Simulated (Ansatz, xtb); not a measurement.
# Two isomers of C2H3AlN

We compare I, `N#C[CH2][AlH]`, a doublet, with II, `C=C=[N][AlH]`, a doublet. Both are isolated molecules in the gas phase, relaxed with BLYP-D3(BJ)/def2-SVP; the shapes shown needn't be the lowest conformers.

I (Å):

```xyz
7

C     0.9225    0.4672   -0.5314
C     0.5182    1.2098   -1.7123
Al   -1.1736    2.3246   -1.5572
N     1.2015   -0.1110    0.4511
H     1.3198    1.9160   -2.0269
H     0.3513    0.5217   -2.5720
H    -1.5261    3.1059   -2.9329
```

II (Å):

```yaml
atoms:
  - { symbol: C, position_ang: [-0.1405, -0.2512, -0.9558] }
  - { symbol: C, position_ang: [0.2094, 0.9809, -1.3266] }
  - { symbol: Al, position_ang: [1.1177, 3.7684, -2.0210] }
  - { symbol: N, position_ang: [0.5265, 2.1063, -1.6683] }
  - { symbol: H, position_ang: [-0.8923, -0.8122, -1.5283] }
  - { symbol: H, position_ang: [0.3199, -0.7181, -0.0736] }
  - { symbol: H, position_ang: [0.4518, 4.4647, -3.3111] }
```

Estimate which is lower in electronic energy at CCSD(T)/def2-SVP + ΔMP2/def2-TZVPP, and by roughly how much.

Too close to call at this level: CCSD(T)/def2-SVP + ΔMP2/def2-TZVPP gives E(II) − E(I) = +0.002 eV.

The same difference at several levels:

| level | geometry | E(II) − E(I) (eV) | departure from the last row (eV) | job, with rough time for the two |
| --- | --- | --- | --- | --- |
| BLYP-D3(BJ)/def2-SVP | BLYP-D3(BJ)/def2-SVP | −0.341 | −0.343 | optimisation, 65 s |
| HF/def2-SVP | BLYP-D3(BJ)/def2-SVP | −0.018 | −0.020 | part of the CCSD(T) run |
| MP2/def2-SVP | BLYP-D3(BJ)/def2-SVP | +0.152 | +0.150 | part of the CCSD(T) run |
| CCSD(T)/def2-SVP | BLYP-D3(BJ)/def2-SVP | +0.087 | +0.085 | single point |
| CCSD(T)/def2-SVP + ΔMP2/def2-TZVPP | BLYP-D3(BJ)/def2-SVP | +0.002 |  | single point, 29 s |

As drawn, II has 1 C=C, 1 C=N, 1 Al–N in place of 1 C≡N, 1 C–C, 1 C–Al.

The largest departure from CCSD(T)/def2-SVP + ΔMP2/def2-TZVPP is that of BLYP-D3(BJ)/def2-SVP, 0.343 eV. Levels run at GFN2-xTB geometries aren't shown. The last row adds to CCSD(T) the change of the MP2 difference between the two basis sets, here −0.085 eV.

With harmonic frequencies from BLYP-D3(BJ)/def2-SVP (ideal gas, rigid rotor, one conformer each, 298.15 K, 1 atm): on the last row, ΔE + ΔZPE = −0.008, ΔH = −0.003, ΔG = +0.008 eV.

Open shells are spin-unrestricted. The correlated steps freeze 8 core orbitals. Codes used: Ansatz 0.2.0; the last row on 1 thread of Arm Neoverse V2 on a shared host.
